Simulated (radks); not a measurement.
Problem. The neon ion Ne4+, 6 electrons, occupied as [He] 2s2 2p2. Method: scalar-relativistic Kohn-Sham, XLYP, spin-unpolarised, spherical densities, point nucleus; computed with a radial shooting solver on a logarithmic mesh with Libxc functionals. Some entries of the table are withheld. Estimate them.

| orbital | occ. | eigenvalue (eV) | <r^2> (bohr^2) |
|---|---|---|---|
| 1s | 2 | (1) | (2) |
| 2s | 2 | -130.9819 | (3) |
| 2p | 2 | (4) | (5) |

Solution. 
(1) 1s eigenvalue (eV): -953.9838
(2) 1s <r^2> (bohr^2): 0.03345
(3) 2s <r^2> (bohr^2): 0.6908
(4) 2p eigenvalue (eV): -109.3775
(5) 2p <r^2> (bohr^2): 0.6168
